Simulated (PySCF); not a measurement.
Method: PySCF, delta-SCF UKS SCAN, pcX-2 on the ionised atom, pcseg-1 elsewhere, spin-free X2C. Geometries: PBE0-D3(BJ)/def2-SVP; isolated species, one conformer each. Values against the vacuum level.

(1) Order these sites by rising C 1s binding energy.
A. C2 in `[CH2:1]=[C:2]([F:3])[CH:4]=[O:5]`
B. C4 in `[CH3:1][O:2][CH2:3][C:4](=[O:5])[O-:6]`
C. C1 in `[CH3:1][CH2:2][O:3][C:4](=[O:5])[O-:6]`
D. C2 in `[CH3:1][CH2:2][NH:3][SiH2:4][O:5][CH:6]([CH3:7])[CH3:8]`
E. Carbon in `C[SiH2]Br`

(2) Order these sites by rising O 1s binding energy.
A. Oxygen in `[SiH2-]O[SiH3]`
B. O5 in `[CH3:1][O:2][CH2:3][C:4](=[O:5])[O-:6]`
C. O5 in `[CH3:1][CH2:2][O:3][C:4](=[O:5])[O-:6]`
D. Oxygen in `C(C)(C)O[SiH2]NCC`
E. Oxygen in `C=C(F)C=O`

(3) Order these sites by rising Si 1s binding energy.
A. Si3 in `[SiH2-:1][O:2][SiH3:3]`
B. Silicon in `C[SiH2]Br`
C. Silicon in `[SiH2](NCC)OC(C)C`

Results:

(1) C (286.53 eV), B (287.84 eV), E (290.66 eV), D (291.49 eV), A (293.68 eV).

From the lowest up, the atoms are bonded to: C and 3 H in a species of charge -1 (286.53); 2 O and C in a species of charge -1 (287.84); 3 H and Si (290.66); N, C and 2 H (291.49); F, C (double bond) and C (293.68).

(2) B (530.79 eV), C (531.17 eV), A (532.15 eV), D (537.25 eV), E (538.35 eV).

The highest is bonded to C (double bond), the lowest to C in a species of charge -1; the range is 7.56 eV.

(3) A (1842.57 eV), C (1846.92 eV), B (1847.44 eV).

The highest is bonded to Br, C and 2 H, the lowest to O and 3 H in a species of charge -1; the range is 4.87 eV.

The basis sets have no added diffuse functions, a weakness for anions.
